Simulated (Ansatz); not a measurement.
Computed with Ansatz on PBE0-D4/def2-TZVP structures; ΔE is electronic, products minus reactants. CCSD(T)/CBS adds triple-zeta CCSD(T) − MP2 to the extrapolated MP2 energy (def2 sets, frozen cores). Functionals use def2-TZVPP. Each species was taken in one conformer, which may not be the lowest.

`C[Si](S)(Cl)Cl` + `NC(=O)[SiH3]` → `C[SiH2]C(N)=O` + `S[SiH](Cl)Cl`  (formal exchange of groups at a C–Si bond)

`C[Si](S)(Cl)Cl`:

Cartesian coordinates in Å:
```
C -0.546 -0.053 -1.088
Si 0.182 0.436 0.538
S 1.774 -0.805 1.189
Cl 1.007 2.303 0.406
Cl -1.322 0.475 1.931
H 0.228 -0.050 -1.858
H -0.974 -1.056 -1.022
H -1.337 0.645 -1.370
H 0.989 -1.895 1.273
```

`NC(=O)[SiH3]`:

Cartesian coordinates in Å:
```
N -0.307 -0.519 -1.438
C -0.455 0.413 -0.467
O -1.129 1.414 -0.612
Si 0.438 0.145 1.214
H -0.773 -0.384 -2.323
H 0.253 -1.340 -1.301
H 1.351 1.292 1.425
H -0.599 0.104 2.272
H 1.219 -1.125 1.230
```

`C[SiH2]C(N)=O`:

```xyz
12

C     0.400   -1.464    1.230
Si    0.816   -0.249   -0.117
C    -0.590    1.061   -0.183
N    -1.068    1.455   -1.387
O    -1.009    1.516    0.867
H     1.235   -2.139    1.428
H    -0.472   -2.062    0.960
H     0.167   -0.913    2.144
H     0.967   -0.910   -1.448
H     2.072    0.491    0.174
H    -1.792    2.157   -1.425
H    -0.726    1.058   -2.243
```

`S[SiH](Cl)Cl`:

Z-matrix (Å, degrees):
```
Si
Cl 1 2.036
Cl 1 2.042 2 110.0
S 1 2.113 2 105.8 3 121.1
H 1 1.474 2 109.1 3 -116.8
H 4 1.346 1 92.9 2 -178.6
```

| species | r2SCAN-D4 energy (Eh) |
| --- | --- |
| `C[Si](S)(Cl)Cl` | -1648.69150 |
| `NC(=O)[SiH3]` | -460.54954 |
| `C[SiH2]C(N)=O` | -499.87201 |
| `S[SiH](Cl)Cl` | -1609.36496 |

(1) Work out ΔE.

Largest T1 diagnostic among the species: 0.016.

Results:

(1) ΔE = (-499.87201) + (-1609.36496) − (-1648.69150) − (-460.54954) = 0.00407 Eh = +10.7 kJ/mol. CCSD(T)/CBS gives +10.3 kJ/mol.

In def2-TZVPP, CCSD(T) changes the Hartree–Fock value by +3.6 kJ/mol (the triples alone add +0.9 kJ/mol) and MP2 by +5.2 kJ/mol. Leaving LDA and LC-ωPBE aside and taking each functional with its dispersion term where it has one, the values, not all of them listed here, spread over 3.5 kJ/mol, from B2PLYP to revPBE-D4. The D4 term adds +4.1 kJ/mol with B3LYP and +2.3 kJ/mol with PBE0; it sums over pairs of atoms, weighted by their polarisabilities, and B3LYP, whose exchange is more repulsive, gets the larger term.

B3LYP here is the variant with VWN-RPA as its local correlation; programs differ in this.
